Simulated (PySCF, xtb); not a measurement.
BF₂, SMILES [B](F)F (connectivity only; charge and spin as stated), charge +1, multiplicity 1.

xtb with GFN2-xTB at its own geometry gives an orbital gap of 8.29 eV.

Geometry optimised at ωB97X-D3(BJ)/def2-TZVP. The spin state was assumed, not searched. The isomer is the one that the SMILES or the coordinates give; other isomers of the formula were not compared.

What does PySCF with PBE/def2-TZVPD give? (The exact figures need the calculation; the answer reports its results.)

gap 11.01 eV (levels -20.53 and -9.52 eV).
